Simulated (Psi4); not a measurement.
A dimer, H2 ··· CH3Cl (SMILES [H][H] and CCl); the first 2 atoms form monomer A.

```
7

H      0.3719     0.0000     0.0000
H     -0.3719     0.0000     0.0000
C     -3.4627     1.3373     1.4504
Cl    -2.3958     2.2639     0.3444
H     -4.1741     0.7781     0.8502
H     -2.8450     0.6634     2.0362
H     -3.9787     2.0408     2.0966
```

Question: What interaction energy does SAPT0/jun-cc-pVDZ, frozen core (Psi4) give, and which attractive term is the largest?

Answer: Total 0.29 kcal/mol: electrostatics -0.32, exchange 1.09, induction -0.13, dispersion -0.36. The most attractive term is dispersion.
